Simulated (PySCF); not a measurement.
CH8ClNSi3, SMILES N[Si@@]1(Cl)C[SiH2][SiH2]1.

Geometry: PBE0-D3(BJ)/def2-SVP. The structure was generated by enumeration; whether it is a known compound was not checked. The values are those of a single conformer.

Method: TDA-LC-ωPBE/def2-SVPD run with PySCF.

Vertical excitations. The molecule is in vacuum.

Computed UV-visible absorptions:
```csv
state,energy (eV),λ (nm),f,main pairs
S1,5.79,214,0.012,HOMO→LUMO 84 %
S2,6.70,185,0.224,"HOMO→LUMO+1 43 %, HOMO→LUMO+2 28 %"
S3,7.01,177,0.123,"HOMO−1→LUMO 31 %, HOMO→LUMO+1 13 %, HOMO→LUMO+2 13 %, HOMO→LUMO+3 12 %"
S4,7.07,175,0.086,"HOMO−1→LUMO 29 %, HOMO→LUMO+1 18 %, HOMO−2→LUMO 17 %, HOMO→LUMO+2 12 %"
S5,7.34,169,0.051,"HOMO−2→LUMO 26 %, HOMO→LUMO+3 11 %, HOMO−3→LUMO 9 %, HOMO−1→LUMO+3 7 %"
S6,7.46,166,0.016,"HOMO→LUMO+3 23 %, HOMO→LUMO+4 18 %, HOMO−2→LUMO 9 %, HOMO−3→LUMO 6 %"
T1,5.00,248,0,HOMO→LUMO 86 %
T2,5.64,220,0,"HOMO→LUMO+2 36 %, HOMO→LUMO+3 24 %, HOMO→LUMO+1 14 %, HOMO→LUMO+4 8 %"
```
Triplets are in the Tamm–Dancoff approximation.
